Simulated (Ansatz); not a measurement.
ClH$_{5}$SiSn (`[SiH3][SnH2][Cl]`). The species carries charge 0 and has multiplicity 1. Sn takes the def2 core potential.

```xyz
8

Si   -0.245    0.105   -1.335
Sn    0.013   -0.001    1.211
Cl    2.127   -0.952    1.572
H    -1.564    0.698   -1.678
H    -0.159   -1.271   -1.884
H     0.842    0.947   -1.893
H     0.068    1.512    1.998
H    -1.081   -1.039    2.009
```

Question: List the harmonic frequencies (cm⁻¹, unscaled) at PBE0-D4/def2-TZVP in Ansatz. (Estimate.)

Answer: The calculation gave: 70, 80, 299, 310, 362, 474, 483, 554, 617, 705, 854, 934, 935, 1944, 1949, 2223, 2243, 2251.

Question: Is this a minimum?

Answer: Yes, all 18 modes are real.

Question: Give the ideal-gas thermochemistry at 298.15 K and 1 bar (rigid rotor, harmonic oscillator; point group Cs, symmetry number 1).

Answer: Zero-point energy 103.4 kJ/mol; H(298) − E = 123.4 kJ/mol; entropy 352.7 J/(mol·K), of which translation 174.1, rotation 115.7, vibration 62.9; G(298) − E = 18.2 kJ/mol. Modes under 100 cm⁻¹ are hindered rotations or soft bends, so the harmonic entropy is rough.

Question: And at 400, 500, 600, 800 and 1000 K?

Answer: 
```tsv
T (K)	H − E (kJ/mol)	S (J/mol/K)	G − E (kJ/mol)
400	134.3	384.2	-19.4
500	146.3	410.8	-59.1
600	159.2	434.3	-101.4
800	187.2	474.5	-192.4
1000	217.4	508.2	-290.8
```
